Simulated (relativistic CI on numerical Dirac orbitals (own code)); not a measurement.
**La XXVIII: what numerical and physical settings do to a radial Dirac CI calculation**

Reference input:

```
atom La  Z=57  charge=27  electrons=30
nucleus A=139  rms_radius_fm=4.8550
hamiltonian dirac-coulomb  breit=on  qed=on  c_scale=1
orbitals kli  potential=per-configuration
slater_scale 1
correlation none
mixing on
grid step=0.0125 r_max=5.3
scf mixing=0.4 start=green max_iterations=150 tolerance=2e-08 node_fill=0.05
configurations
  [Ar] 3d10 4s2
  [Ar] 3d10 4s 4p
end
```

Computed lowest total energy -8122.70080 Ha, first excitation 400655.1 cm⁻¹, 20 SCF steps. Runs with settings changed; * marks those that are bad on purpose (the QED terms keep the true α when c is scaled):

```csv
Changed,Outcome,Lowest level,ΔE (Ha),First excitation (cm⁻¹),SCF steps,Message
"end of the grid at 7.95 bohr, node fill of the KLI weights 0.01, Breit term off",converged,4s2 1S_0,-6.78,397988.8,20,
iteration limit 30,converged,4s2 1S_0,0,400655.1,20,
SCF tolerance 1e-05,converged,4s2 1S_0,2.28e-07,400655.1,16,
"speed of light × 0.8, Slater scale 0.6",converged,4s2 1S_0,-170,439175.4,20,
nuclear radius 4855.0 fm *,converged,4s 4p 3P°_0,3650,2726.0,20,
SCF mixing 0.001 *,converged,4s2 1S_0,1.05e-09,400655.1,28,
```
